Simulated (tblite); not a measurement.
Task: What does the GFN2-xTB structure of `[SiH3]O[C@@H]1SC[C@H]1S` look like in three dimensions?

Result: 
```xyz
15
C3H8OS2Si angstrom
Si     2.404   -0.917    0.358
O      1.173   -0.053    0.993
C      0.236    0.704    0.373
S     -0.932    1.572    1.513
C     -2.029    0.879    0.218
C     -0.924   -0.043   -0.284
S     -0.744   -0.186   -2.094
H      1.887   -1.990   -0.495
H      2.985   -1.381    1.603
H      3.260   -0.047   -0.448
H      0.687    1.446   -0.298
H     -2.299    1.653   -0.499
H     -2.918    0.395    0.613
H     -0.995   -1.046    0.140
H     -1.796   -0.980   -2.277
```

Any rigid rotation of these coordinates is as good. Atoms count from 1 in this order. S4 (sulfide sulfur) is bent (angle 76.4°). The 4-membered ring C3–S4–C5–C6 has internal angles of 76.4° to 96.5°; it is puckered, 0.12 Å rms from its mean plane, widest ring torsion 18°. Of the pairs four or more bonds apart, Si1···H14 is among the closest relative to their van der Waals radii: 3.41 Å, 103 % of the sum of Bondi's values. Si1 (oxygen-bound silicon) is distorted tetrahedral (angles from 97.9° to 115.4°).

Bonds between heavy atoms (Å): Si1–O2 1.633, O2–C3 1.355, C3–S4 1.849, S4–C5 1.833, C5–C6 1.524, C6–S7 1.825, C3–C6 1.528.

Structure optimised with GFN2-xTB, isolated species.

Point group: C1 (no symmetry element, even within 0.4 Å). Its GFN2-xTB frequencies are all real (lowest 24 cm⁻¹). One conformer, not necessarily the lowest (Si1–O2–C3–S4 -177°, C5–C6–S7–H -76°, O2–C3–S4–C5 -135°, C3–S4–C5–C6 15°, S4–C5–C6–S7 -137°, O2–C3–C6–C5 136°).

All values are computed, not measured.
